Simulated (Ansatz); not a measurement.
Cd(Et) (C2H5Cd), SMILES C[CH2][Cd] (connectivity only; charge and spin as stated), neutral, multiplicity 2.

Coordinates come from a PBE0-D3(BJ)/def2-TZVP optimisation. The spin state was assumed, not searched. The isomer is the one that the SMILES or the coordinates give; other isomers of the formula were not compared. The def2 effective core potentials stand for the cores of Cd; spin–orbit coupling is left out.

Two levels are set side by side: PBE/def2-SVPD (Ansatz, a quantum-chemistry and plane-wave program) and PBE0/def2-SVPD (Ansatz). Energy differences of separate SCF runs at the same geometry; the states with an electron removed or added have multiplicity 1 and 1. Differences are taken from unrounded values.

```
quantity                          PBE
-------------------------------  ----
vertical ionisation energy (eV)  6.77
vertical electron affinity (eV)  0.53
```

Question: These are the PBE values. What does PBE0 give? (Estimate from the structure and the level; the computed values follow.)

Answer: 
```
quantity                         PBE0  PBE minus PBE0
-------------------------------  ----  --------------
vertical ionisation energy (eV)  6.84           -0.06
vertical electron affinity (eV)  0.50            0.03
```
